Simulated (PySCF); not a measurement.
C₃H₈ClGa.
Geometry (PBE0-D3(BJ)/def2-SVP, Å), atoms numbered from 1 in this order:
```xyz
13
C3H8ClGa angstrom
C      0.445   -1.136   -0.801
C     -0.117    0.233   -0.434
C     -1.432    0.120    0.342
Ga     1.165    1.295    0.628
Cl     2.423    0.096    1.930
H      0.716   -1.713    0.098
H     -0.297   -1.728   -1.365
H      1.351   -1.064   -1.423
H     -0.306    0.812   -1.356
H     -2.186   -0.432   -0.247
H     -1.300   -0.431    1.288
H     -1.869    1.103    0.585
H      1.412    2.835    0.753
```

The calculation used PySCF 2.14.0, PBE0-D3(BJ)/def2-SVP geometry optimisation, gas phase.

Problem. Which atoms are bound to Ga4, and at what distances?

Solution. 3 atoms: H13 1.565 Å, C2 1.975 Å, Cl5 2.171 Å. The nearest atom not counted as bound is H9, at 2.52 Å.

Problem. List the angles at Ga4.

Solution. 
```json
{"angle": "C2–Ga4–H13", "degrees": "132.5", "distance of the outer atoms (Å)": "3.24"}
{"angle": "Cl5–Ga4–H13", "degrees": "113.8", "distance of the outer atoms (Å)": "3.15"}
{"angle": "C2–Ga4–Cl5", "degrees": "113.7", "distance of the outer atoms (Å)": "3.47"}
```

Problem. What is the shape at Ga4?

Solution. Planar: angles 132.5°, 113.8° and 113.7°, sum 360.0°, 0.02 Å off the plane of its three neighbours.

Problem. What are the other bond lengths?

Solution. C1–C2, C2–C3 1.528 Å; C1–H6 and 5 like bonds 1.103 Å; C2–H9 1.105 Å.

Problem. Give some angles away from the centre.

Solution. C1–C2–C3 111.9°, C1–C2–Ga4 111.9°, C3–C2–Ga4 108.9°.

Problem. What are the rotational constants (commonest isotopes, rigid rotor)?

Solution. A = 3645, B = 1647, C = 1383 MHz: an asymmetric top.

Point group: C1 (no symmetry element, even within 0.4 Å). Charge 0, singlet. No PBE0-D3(BJ)/def2-SVP frequencies stand behind this structure, so it isn't proved a minimum.

Time: 2.6 min; peak memory 0.51 GiB. Hardware: one thread, Arm Neoverse N1 (aarch64), shared host with 64 logical CPUs at a one-minute load of 61. These figures are those of the optimisation.

One conformer stands for the species.
